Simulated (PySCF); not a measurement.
Excitations are Tamm–Dancoff values on a coarser integration grid. The basis has no diffuse functions, so Rydberg states are missing or too high.

Cartesian coordinates (Å):
```xyz
6

O     -0.1556     1.2209     0.0037
B      0.3672    -0.0254     0.0150
O     -0.3212    -1.1880    -0.0240
I      2.5046    -0.1732     0.1037
H     -1.1149     1.2844    -0.0351
H     -1.2801    -1.1187    -0.0632
```
Charge 0, spin multiplicity 1.

Q: Estimate the total energy, brightest of the four lowest singlets (TDA), HOMO, dipole moment and LUMO that CAM-B3LYP-D3(BJ)/def2-TZVP (PySCF) returns for this input.

A: 
```json
{
 "total_energy": "-12908.09 eV",
 "brightest of the four lowest singlets (TDA)": "7.17 eV",
 "HOMO": "-8.57 eV",
 "dipole_moment": "4.20 D",
 "LUMO": "0.45 eV"
}
```
